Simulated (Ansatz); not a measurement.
Mulliken charges of H4NNbO3 (`[NH2][Nb](=[O])([OH])[OH]`) from PBE/def2-TZVPP in Ansatz (PBE0-D4/def2-TZVP geometry).

```csv
atom,x (Å),y (Å),z (Å),charge (e)
N1,0.251,0.936,-1.216,-0.537
Nb2,-0.512,-0.136,0.250,1.279
O3,-2.183,0.146,0.218,-0.484
O4,-0.198,-1.997,-0.032,-0.482
O5,0.179,0.428,1.936,-0.484
H6,-0.299,1.524,-1.824,0.183
H7,1.224,0.973,-1.486,0.151
H8,0.580,-2.539,-0.153,0.186
H9,1.046,0.618,2.292,0.187
```

By hand: the dipole of these point charges (1 e Å = 4.8032 D).

Σ q r = (0.709, 0.077, -0.212) e Å, of length 0.744 e Å = 3.57 D.

How does the dipole of the full density compare? (Best estimate.)

Ansatz gave: (1.071, 0.053, -0.239) e Å, 5.28 D; the point charges give 0.68 times that, at 5° from its direction.

Point charges leave out the atoms' own dipoles, such as those of lone pairs, and Mulliken's split depends on the basis, so the two needn't agree.
